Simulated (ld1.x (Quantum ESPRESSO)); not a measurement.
**Varying the RRKJ potential for boron (B)**

Base potential:

boron, norm-conserving RRKJ (Kleinman–Bylander form), made with ld1.x (Quantum ESPRESSO) 7.5 (PBE, scalar-relativistic). Core [He], reference 2s1.5 2p1.5. Waves: 2p (bound): rc 2.70 bohr; 3d channel at -0.05 Ry: rc 2.40 bohr; 2s (bound): rc 1.40 bohr. Local part: the s channel. Core correction: a·sin(br)/r model core, default radius (core density twice the valence density).

All-electron outer shells of the reference configuration (PBE, scalar-relativistic, ld1.x):

```tsv
shell	level (eV)	outermost node (bohr)	outermost maximum (bohr)
1s	-181.19	–	0.21
2s	-9.69	0.46	1.52
2p	-3.84	–	1.57
```

Cutoffs, loose and tight: the cutoffs (Ry, on a coarse ladder) from which the occupation-weighted sum of valence levels, in a spherical-Bessel basis at the reference potential, stays within 10 and 1 mRy of its value at 400 Ry. They do not see the model core or the augmentation charge, which bear on the density cutoff. Test errors are all-electron minus pseudo excitation energies from the reference, over the configurations 2s2 2p1; 2s2 2p0; 2s1 2p0; 2s1 2p1; 2s2 2p1.3; 2s1 2p2; 2s0 2p3. A dash means not determined; rows that change the core or the reference have their own tests.

| change | outcome | cutoff, loose | cutoff, tight | bound ghosts | largest test error (meV) |
| --- | --- | --- | --- | --- | --- |
| base | generated | 18 Ry | 50 Ry | none | +323 |
| wave 2p (bound): rc 2.70 bohr becomes 2p (bound): rc 1.72 bohr | generated | 25 Ry | 50 Ry | none | +79 |
| wave 2p (bound): rc 2.70 bohr becomes 2p (bound): rc 2.26 bohr | generated | 21 Ry | 50 Ry | none | +178 |
| wave 2p (bound): rc 2.70 bohr becomes 2p (bound): rc 2.68 bohr | generated | 18 Ry | 50 Ry | none | +323 |
| wave 2p (bound): rc 2.70 bohr becomes 2p (bound): rc 2.94 bohr | generated | 18 Ry | 50 Ry | none | +460 |
| wave 2p (bound): rc 2.70 bohr becomes 2p (bound): rc 3.20 bohr | generated | 18 Ry | 50 Ry | none | +600 |
| wave 2p (bound): rc 2.70 bohr becomes 2p (bound): rc 3.84 bohr | generated | 18 Ry | 50 Ry | none | +1092 |

What comes out with this change to the base: wave 2p (bound): rc 2.70 bohr becomes 2p (bound): rc 3.40 bohr?

outcome: generated; cutoff, loose: 18 Ry; cutoff, tight: 50 Ry; bound ghosts: none; largest test error (meV): +715.

What comes out with this change to the base: wave 2p (bound): rc 2.70 bohr becomes 2p (bound): rc 3.98 bohr?

outcome: generated; cutoff, loose: 18 Ry; cutoff, tight: 50 Ry; bound ghosts: none; largest test error (meV): +1283.

What comes out with this change to the base: wave 2p (bound): rc 2.70 bohr becomes 2p (bound): rc 2.00 bohr?

outcome: generated; cutoff, loose: 21 Ry; cutoff, tight: 50 Ry; bound ghosts: none; largest test error (meV): +121.

Reading the sweep of the p radius (base included, trends over the rows without a ghost): The loose cutoff falls from 25 Ry at 1.72 to 18 Ry at 3.98 bohr. A larger radius leaves more room for a smooth pseudo-wave, so fewer plane waves are needed; a smaller one forces it to follow the all-electron wave where it bends sharply. The median size of the test errors (rows with all tests solved) rises from 1.8 meV at 1.72 to 37.8 meV at 3.98 bohr, with one reversal. More of the atom is replaced by a form fitted at one configuration, so other configurations suffer as the radius grows.
